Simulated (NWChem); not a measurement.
System: C2H3F3Si; SMILES F[Si](F)(C=C)F

```xyz
9

C      0.0003     2.4059    -0.0015
C      0.7686     1.3084    -0.0091
Si     0.0218    -0.3681    -0.0001
F      0.4105    -1.2165    -1.2961
F      0.4814    -1.2319     1.2619
F     -1.5706    -0.2523     0.0433
H     -1.0855     2.3460     0.0114
H      0.4228     3.4089    -0.0073
H      1.8528     1.4180    -0.0211
```
Atoms are numbered in this order, from 1.

Program: NWChem. All runs use the structure optimised with B3LYP/6-31G* (spherical d). Hybrids' shares of exact exchange are those that their runs print; pure functionals count as 0. The functionals differ in more than this share.

```csv
row,share of exact exchange,orbital gap (eV)
PBE/def2-TZVP,0.00,5.44
BLYP/def2-TZVP,0.00,5.40
B3LYP/def2-TZVP,0.20,7.14
PW6B95/def2-TZVP,0.28,7.77
Hartree-Fock/def2-TZVP,1.00,withheld
```

Question: Fit a straight line of the last column on the one before it, predict the withheld value, and compare with the run.

Answer: 
1. Means of the 4 shown rows: x = 0.120, y = 6.438. Slope Σ(x − x̄)(y − ȳ)/Σ(x − x̄)² = 0.5136/0.06080 = 8.447; intercept 5.424.
2. The shown rows scatter about the line by 0.022 (root mean square); the largest residual is +0.03, at B3LYP/def2-TZVP.
3. At x = 1.00 (Hartree-Fock/def2-TZVP; beyond the shown range) the line gives 13.87.
4. The run gives 13.88, +0.01 from the line, 0.5 times the scatter.
